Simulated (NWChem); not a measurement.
Program: NWChem. System: thionyl fluoride (F2OS), charge 0, spin multiplicity 1, at a geometry optimised with PBE0/def2-SVP. Level: G0W0@PBE/def2-TZVP, RI basis def2-tzvp-rifit.

Output (cleaned and shortened):

```
             Northwest Computational Chemistry Package (NWChem) 7.3.0
             --------------------------------------------------------

                                NWChem Input Module
                                -------------------

 Scaling coordinates for geometry "geometry" by  1.889725989
 (inverse scale =  0.529177249)

 Turning off AUTOSYM since
 SYMMETRY directive was detected!

                             Geometry "geometry" -> ""
                             -------------------------

 Output coordinates in angstroms (scale by  1.889725989 to convert to a.u.)

  No.       Tag          Charge          X              Y              Z
 ---- ---------------- ---------- -------------- -------------- --------------
    1 O                    8.0000    -1.39174500    -0.32965300     0.00000000
    2 S                   16.0000    -0.16035800     0.41119400     0.00000000
    3 F                    9.0000     0.76109400    -0.21899300     1.16896400
    4 F                    9.0000     0.76109400    -0.21899300    -1.16896400

 Effective nuclear repulsion energy (a.u.)     190.8287848976

            Nuclear Dipole moment (a.u.)
            ----------------------------
        X                 Y               Z
 ---------------- ---------------- ----------------
     0.0000075589     0.0000113384     0.0000000000

      Symmetry information
      --------------------

 Group name             Cs
 Group number              2
 Group order               2
 No. of unique centers     3

      Symmetry unique atoms

     1    2    3


 Summary of "ao basis" -> "" (spherical)
 ------------------------------------------------------------------------------
       Tag                 Description            Shells   Functions and Types
 ---------------- ------------------------------  ------  ---------------------
 *                         def2-tzvp                  on all atoms

 new library libraries.bse/

 Summary of "ri basis" -> "" (spherical)
 ------------------------------------------------------------------------------
       Tag                 Description            Shells   Functions and Types
 ---------------- ------------------------------  ------  ---------------------
 *                      def2-tzvp-rifit               on all atoms

  pbe96 is a nonlocal functional; adding pw91lda local functional.

                                 NWChem DFT Module
                                 -----------------
[...]
    36      1.270628  2 S  s                  5     -0.996993  1 O  s
    50     -0.772538  2 S  py                49     -0.676577  2 S  px
    12     -0.489209  1 O  px                47     -0.446778  2 S  py
    35      0.351468  2 S  s                 34     -0.237097  2 S  s
     6     -0.232616  1 O  px                 9     -0.221562  1 O  px

 center of mass
 --------------
 x =   0.03366280 y =  -0.00982808 z =   0.00000000

 moments of inertia (a.u.)
 ------------------
         217.426779049942           3.910155614166           0.000000000000
           3.910155614166         377.490812233942           0.000000000000
           0.000000000000           0.000000000000         224.085796268905

     Multipole analysis of the density
     ---------------------------------

     L   x y z        total         alpha         beta         nuclear
     -   - - -        -----         -----         ----         -------
     0   0 0 0     -0.000000    -21.000000    -21.000000     42.000000

     1   1 0 0      0.174448      0.087220      0.087220      0.000008
     1   0 1 0      0.578969      0.289479      0.289479      0.000011
     1   0 0 1     -0.000000     -0.000000     -0.000000      0.000000

     2   2 0 0    -22.139134    -58.089452    -58.089452     94.039770
     2   1 1 0     -0.550851      0.411657      0.411657     -1.374164
     2   1 0 1     -0.000000     -0.000000     -0.000000      0.000000
     2   0 2 0    -19.683384    -17.765705    -17.765705     15.848025
     2   0 1 1     -0.000000     -0.000000     -0.000000      0.000000
     2   0 0 2    -20.640764    -54.238372    -54.238372     87.835980

 Task  times  cpu:       11.3s     wall:       11.3s

                                NWChem Input Module
                                -------------------

                                 NWChem GW Module
                                 ----------------

                             ***********************
                             ***        GW       ***
                             ***********************

 Summary of "ri basis" -> "ri basis" (spherical)
 ------------------------------------------------------------------------------
       Tag                 Description            Shells   Functions and Types
 ---------------- ------------------------------  ------  ---------------------
 O                      def2-tzvp-rifit             22       76   8s6p4d3f1g
 S                      def2-tzvp-rifit             29      113   9s7p6d5f2g
 F                      def2-tzvp-rifit             22       76   8s6p4d3f1g

                 Memory Information
                 ------------------
          Available GA per process is          1699.9 MBs
          Available stack per process is        700.0 MBs
          Available heap per process is           0.0 MBs

          Peak memory in Initialization
              Peak GA per process is                  8.8 MBs
              Peak stack per process is               0.2 MBs
              Peak heap per process is                9.2 MBs
              Memory not in MA per process            0.0 MBs

          Peak memory in AFF Calculation
              Peak GA per process is                 53.6 MBs
              Peak stack per process is              40.0 MBs
              Peak heap per process is                0.0 MBs
              Memory not in MA per process           40.0 MBs

          Computing 2-center integrals
          Computing Inverse Cholesky factor
          Computing 3-center integrals
          Computing V_xc ...

          Computing Sigma_x
          Computing RPA polarizability
          Solving quasiparticle equations

                  Alpha Orbitals
          State     Energy (eV)     Error (eV)
          -----------------------------------
@GW        18        -14.586           0.003
@GW        19        -13.660           0.002
@GW        20        -12.944           0.002
@GW        21        -11.799           0.002
@GW        22          1.229           0.002
@GW        23          2.435           0.002

   Applying  -3.5992 eV scissor-shift to rest of particle states

   Applying   3.6994 eV scissor-shift to rest of hole states

     GW Timing Statistics
   ------------------------
   Init.   :          0.1s
     ERIs  :          1.1s
     Distr.:          0.0s
     Vxc   :          0.2s
   Sigma_x :          0.0s
   RPA     :          2.4s
   Wmn     :          0.1s
   Sigma_c :          0.0s
   GW total:          3.8s

 Task  times  cpu:        3.8s     wall:        3.8s

 Total times  cpu:       15.1s     wall:       15.1s
```

Problem. Write an NWChem input that would produce this output.

Solution. One answer among several that fit: 
```
start mol
memory heap 200 mb stack 700 mb global 1700 mb
geometry units angstroms nocenter noautoz
  O     -1.391745    -0.329653     0.000000
  S     -0.160358     0.411194     0.000000
  F      0.761094    -0.218993     1.168964
  F      0.761094    -0.218993    -1.168964
  symmetry group Cs
end
basis spherical
  * library def2-tzvp
end
basis "ri basis" bse spherical
  * library def2-tzvp-rifit
end
dft
  xc xpbe96 cpbe96
  iterations 100
  direct
  tolerances tight
end
task dft energy
gw
  states alpha occ 4 vir 2
end
task dft gw
```
